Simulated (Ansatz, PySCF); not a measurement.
Breaking a bond: Mg(F)2, F2Mg, SMILES [F][Mg][F], singlet. The Mg1–F3 bond (Mg1 also carries F; F3 carries nothing else) is varied alone, starting from the PBE0/def2-TZVP optimised geometry.

- UKS-B3LYP/6-31G* = unrestricted B3LYP/6-31G*, spherical d in PySCF 2.14.0
- UKS-BP86/6-31G* = unrestricted BP86/6-31G*, spherical d run with PySCF
- RHF/LANL2DZ = PySCF with restricted Hartree-Fock/LANL2DZ, with its core potentials past Ne
- UCCSD(T) = CCSD(T) on UHF/cc-pVDZ, frozen core (Ansatz, a program for electronic structure)

Energies relative to the lowest point of each curve near equilibrium, in mEh:

```tsv
R / Å	UKS-B3LYP/6-31G*	UKS-BP86/6-31G*	RHF/LANL2DZ
1.44	66.2	69.6	70.2
1.52	29.6	32.3	33.7
1.62	6.9	8.4	9.2
1.69	0.8	1.6	1.8
1.75	0.0	0.0	0.0
2.12	36.0	31.9	32.8
2.31	63.5	57.6	59.4
2.55	97.2	89.2	92.7
3.19	163.8	153.6	166.7
3.64	185.3	176.6	204.5
4.31	200.3	192.3	243.9
5.06	207.5	199.6	273.2
```

**Question.** Predict the corresponding UCCSD(T) column.

**Answer.** 1.44: 75.4; 1.52: 36.0; 1.62: 10.1; 1.69: 2.2; 1.75: 0.0; 2.12: 32.1; 2.31: 59.4; 2.55: 94.0; 3.19: 168.9; 3.64: 193.2; 4.31: 200.2; 5.06: 201.1 (mEh).

The unrestricted determinant behind UKS-B3LYP/6-31G* is spin-contaminated at 3.19 to 5.06 Å (<S²> up to 0.8, against 0.00 for a pure singlet). The unrestricted determinant behind UKS-BP86/6-31G* is spin-contaminated at 3.19 to 5.06 Å (<S²> up to 0.7, against 0.00 for a pure singlet). The restricted form behind RHF/LANL2DZ keeps the bonding electrons paired and can't separate into open-shell fragments. The unrestricted determinant behind UCCSD(T) is spin-contaminated at 2.89 to 5.06 Å (<S²> up to 1.0, against 0.00 for a pure singlet).
